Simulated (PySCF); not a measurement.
Species: C₄H₅F₄N.
Cartesian coordinates in Å at the GFN2-xTB level; atoms count from 1:
```xyz
14
C4H5F4N angstrom
N      0.4069    1.9574   -0.5720
C      0.4204    0.7471   -0.2557
C      1.3628    0.0937    0.7329
F      2.3608    0.9688    1.0734
C     -0.5796   -0.1647   -0.9283
C     -1.4002   -0.9808    0.0521
F     -1.8976   -0.2460    1.0539
F     -2.4393   -1.5713   -0.5503
F     -0.6883   -1.9680    0.6270
H      1.1059    2.5389   -0.1152
H      1.8377   -0.7980    0.3104
H      0.8382   -0.1701    1.6586
H     -1.2604    0.4560   -1.5138
H     -0.0681   -0.8633   -1.5950
```

The closed-shell SCF was solved with PySCF and density fitting under several settings on one GFN2-xTB geometry (grid level 2 and gas phase unless stated).

```csv
settings,basis functions,SCF cycles,E (Eh),HOMO (eV),LUMO (eV),dipole (D)
"PBE0/pcSseg-1, fitting basis def2-qzvpp-jkfit",178,10,-608.8796,-8.04,-0.58,1.49
"BLYP/pcSseg-1, grid level 4",178,15,-609.3949,-6.30,-1.51,1.40
```

**Question.** Estimate the row for these settings: mPW1PW91/def2-SVPD, damping 0.2 at the start, DIIS from the seventh cycle.

**Answer.** 
```
                                                                 settings  basis functions  SCF cycles     E (Eh)  HOMO (eV)  LUMO (eV)  dipole (D)
mPW1PW91/def2-SVPD, damping 0.2 at the start, DIIS from the seventh cycle              232          17  -608.9873      -8.16      -0.79        1.54
```

**Question.** Over all rows, what range does the HOMO–LUMO gap span?

**Answer.** From 4.79 eV (BLYP/pcSseg-1, grid level 4) to 7.46 eV (PBE0/pcSseg-1, fitting basis def2-qzvpp-jkfit). The functional of the narrowest has no exact exchange, that of the widest 25 % exact exchange.

**Question.** And the dipole moment?

**Answer.** From 1.40 D (BLYP/pcSseg-1, grid level 4) to 1.54 D (mPW1PW91/def2-SVPD, damping 0.2 at the start, DIIS from the seventh cycle); the largest is 1.10 times the smallest, and the median is 1.49 D.

Whole jobs, the steps after the SCF included, on one thread, Arm Neoverse V2 (aarch64) (shared host):

```csv
settings,work after the SCF,wall time,peak memory
"PBE0/pcSseg-1, fitting basis def2-qzvpp-jkfit","shieldings, charges and field gradients",20 s,0.81 GiB
"BLYP/pcSseg-1, grid level 4",shieldings,43 s,0.70 GiB
"mPW1PW91/def2-SVPD, damping 0.2 at the start, DIIS from the seventh cycle","1 singlet by TDA, polarisability",39 s,0.95 GiB
```

Cycle counts include a coarse-grid stage where the run had one.

One conformer stands for the species.
